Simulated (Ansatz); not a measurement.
Computed with Ansatz on PBE0-D4/def2-TZVP structures; ΔE is electronic, products minus reactants. CCSD(T)/CBS adds triple-zeta CCSD(T) − MP2 to the extrapolated MP2 energy (def2 sets, frozen cores). DFT in def2-TZVPP. For Br outer-core shells are correlated without core-valence functions, which leaves a few kJ/mol of doubt a bond. Scalar relativity is left out up to krypton.

`F[SiH](F)C#C[SiH3]` + HBr → `F[SiH](F)Br` + `C#C[SiH3]`  (ligand exchange at the Si–C bond)

`F[SiH](F)C#C[SiH3]`:

Cartesian coordinates in Å:
```
F 0.124 -2.466 -2.177
Si 1.010 -1.955 -0.970
F 2.436 -1.584 -1.547
C 0.252 -0.472 -0.264
C -0.259 0.498 0.255
Si -1.031 1.971 1.024
H 1.159 -3.043 0.007
H -1.129 3.042 0.006
H -2.381 1.598 1.510
H -0.182 2.412 2.156
```

HBr:

Cartesian coordinates in Å:
```
Br 0.051 -0.667 -0.238
H -0.051 0.667 0.238
```

`F[SiH](F)Br`:

Cartesian coordinates in Å:
```
F 0.998 1.205 0.354
Si -0.071 0.080 0.069
F -0.226 -0.774 1.386
Br 0.656 -1.207 -1.536
H -1.357 0.697 -0.273
```

`C#C[SiH3]`:

```xyz
7

C    -0.861    0.914   -1.506
C    -0.332    0.352   -0.580
Si    0.469   -0.498    0.820
H    -1.329    1.411   -2.325
H     0.064    0.158    2.088
H     0.047   -1.920    0.837
H     1.942   -0.417    0.665
```

CCSD(T)/CBS gives -56.6 kJ/mol.

Question: Another level gave -58.8 kJ/mol. Which?
A. BLYP-D4/def2-TZVPP
B. LC-ωPBE/def2-TZVPP
C. revPBE/def2-TZVPP
D. RPA@PBE/def2-TZVPP

Answer: B. LC-ωPBE -58.8, revPBE -54.4, BLYP-D4 -49.9, RPA@PBE/def2-TZVPP -45.8 kJ/mol.

Largest T1 diagnostic among the species: 0.013.

In def2-TZVPP, CCSD(T) changes the Hartree–Fock value by +6.4 kJ/mol (the triples alone add +0.9 kJ/mol) and MP2 by +3.3 kJ/mol. At CCSD(T), def2-SVP lies +12.4 kJ/mol from the extrapolated value and def2-TZVPP +5.8 kJ/mol.
